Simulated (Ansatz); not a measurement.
`C[NH][In]([Cl])[Cl]` + H–F → `[F][In]([Cl])[Cl]` + CH₃NH₂ at 298.15 K and 1 bar (ligand exchange at the In–N bond).

Computed with Ansatz on PBE0-D4/def2-TZVP structures; ΔE is electronic, products minus reactants. CCSD(T)/CBS adds triple-zeta CCSD(T) − MP2 to the extrapolated MP2 energy (def2 sets, frozen cores). This one scheme is used for every species. Elements past krypton have def2 core potentials. For In outer-core shells are correlated without core-valence functions, which leaves a few kJ/mol of doubt a bond. One conformer a species, not always the lowest.

| species | CCSD(T)/CBS energy (Eh) | H − E (kJ/mol) | S (J/(mol·K)) |
| --- | --- | --- | --- |
| `C[NH][In]([Cl])[Cl]` | -1204.63611 | 170.5 | 397.6 |
| H–F | -100.39570 | 33.5 | 173.6 |
| `[F][In]([Cl])[Cl]` | -1209.28900 | 27.9 | 339.6 |
| CH₃NH₂ | -95.75281 | 180.0 | 240.4 |

H − E and S are ideal-gas, rigid-rotor, harmonic terms from PBE0-D4/def2-TZVP, for one conformer and one mirror image of each species. 1 Eh = 2625.50 kJ/mol, R = 8.31446 J/(mol·K).

Question: By hand: ΔE, ΔH, ΔS and ΔG.

Answer: ΔE = (-1209.28900) + (-95.75281) − (-1204.63611) − (-100.39570) = -0.01000 Eh = -26.3 kJ/mol. Δ(H − E) = 27.9 + 180.0 − 170.5 − 33.5 = 3.9, so ΔH = -22.4 kJ/mol. ΔS = 339.6 + 240.4 − 397.6 − 173.6 = 8.8 J/(mol·K). ΔG = -22.4 − 298.15 × (8.8)/1000 = -25.0 kJ/mol.

Question: By hand: the equilibrium constant, and the temperature at which ΔG would vanish if ΔH and ΔS stayed fixed.

Answer: log₁₀ K = −ΔG/(RT ln 10) = 4.4. ΔH and −TΔS have one sign here, so there is no such temperature.

The number of gas molecules stays the same, so ΔS is small and ΔH decides. A doubt of 5 kJ/mol in ΔE shifts log₁₀ K by 0.9 here. Other conformers and mirror images would add mixing entropy, several J/(mol·K) or more a flexible species. These are equilibria of isolated gas molecules and say nothing of rates. Largest T1 diagnostic: 0.014 (customary marks: 0.02 for closed shells, 0.045 for open ones).

ΔS is within the doubt of such terms, so its sign, and with it that verdict, could turn.
